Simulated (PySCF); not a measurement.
# Ga³⁺: ionisation energy

Ga³⁺ [Ar] 3d10 → Ga⁴⁺ [Ar] 3d9 [3d3/2^4 3d5/2^5, M_J = 5/2], as a difference of total energies. Calculation: PySCF 2.14, in x2c-QZVPPall-2c (11s9p5d4f1g, 100 functions); the two-component X2C-1e Hamiltonian. Correlated levels: [Ne] frozen; the 8 highest virtual spinors dropped. "Screened" scales the spin-orbit matrix elements by Boettger's factors to mimic the two-electron term; Breit and QED terms are absent.

```csv
method,ionisation energy (eV)
GHF (spin-free),60.877
GMP2 (spin-free),63.722
GHF (screened spin-orbit),60.686
GMP2 (screened spin-orbit),63.532
```

The spin-free rows lack the spin-orbit shift.

Errors of the correlated levels include the incompleteness of this basis and the frozen core.

**Question.** Which method comes closest to the reference value, and which is furthest?

**Answer.** The reference is 63.241 ± 0.009 eV (measured; NIST Atomic Spectra Database, ionization energies). Closest: GMP2 (screened spin-orbit) (error 0.291 eV); furthest: GHF (screened spin-orbit) (error -2.555 eV).
